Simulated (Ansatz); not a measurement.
## Abstraction of Br: C3H7Br + CCl2F → C3H7 + CBrCl2F

Species: C3H7Br (2-bromopropane) `CC(C)Br`, singlet; CCl2F (dichlorofluoromethyl radical) `F[C](Cl)Cl`, doublet; C3H7 (methylethyl) `C[CH]C`, doublet; CBrCl2F `FC(Cl)(Cl)Br`, singlet. A radical takes Br: the energy is the difference in strength between two C–Br bonds in different surroundings.

Shapes, held fixed at every level: PBE0-D4/def2-TZVP. Programs: Ansatz 0.2.0. The zero-point and thermal change to 298 K, harmonic and unscaled (PBE0-D4/def2-TZVP), is -8.3 kJ/mol.

Estimate ΔH(298 K) of this reaction.

The highest level, CCSD(T)/def2-TZVPP, gives ΔH(298 K) = +51.1 kJ/mol; the levels span +48.3 to +57.4. The column of differences is taken from that level and isn't an error. No measured value is set beside it here. Open shells run unrestricted unless RO is named. Relativity is left out for Br unless named. Correlated rows may include outer-core shells of Br, which these sets cover unevenly.

| level | kind | ΔH(298 K) (kJ/mol) | less CCSD(T)/def2-TZVPP |
| --- | --- | --- | --- |
| HF/def2-SVP | Hartree–Fock | +55.6 | +4.5 |
| HF/def2-TZVPP | Hartree–Fock | +57.4 | +6.3 |
| B2PLYP/def2-TZVPP | double hybrid | +49.5 | -1.6 |
| MP2/def2-SVP | perturbation theory | +48.3 | -2.8 |
| MP2/def2-TZVPP | perturbation theory | +49.0 | -2.1 |
| CCSD(T)/def2-SVP | coupled cluster or CI | +49.5 | -1.6 |
| CCSD/def2-SVP | coupled cluster or CI | +50.0 | -1.1 |
| CCSD(T)/def2-TZVPP | coupled cluster or CI | +51.1 | 0.0 |
